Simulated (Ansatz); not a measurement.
Ansatz (a quantum-chemistry and plane-wave program) input:

Ansatz 0.2 input:
```yaml
crystal:
  periodic: [false, false, false]
  atoms:
    - {symbol: Au, position_ang: [-0.05332908, 0.51971531, -0.46341954]}
    - {symbol: Cl, position_ang: [-0.24559886, 2.18193051, -1.97973226]}
    - {symbol: O, position_ang: [0.19241331, -1.73329355, 1.57486725]}
    - {symbol: C, position_ang: [0.10717910, -0.91256833, 0.83519126]}
basis:
  gaussian:
    orbitals: def2-TZVP
hamiltonian:
  xc: b3lyp
  dispersion: d3bj
total_charge: 1
magnetization: {spin_polarized: true, initial_magnetization: 1}
relax: {f_tol: 0.002, max_steps: 150}
```

Q: What final total energy does it print?

A: -709.08690 Eh (B3LYP-D3(BJ)/def2-TZVP). The basis has 139 functions.

The spin state was set by rule; other spins were not relaxed.
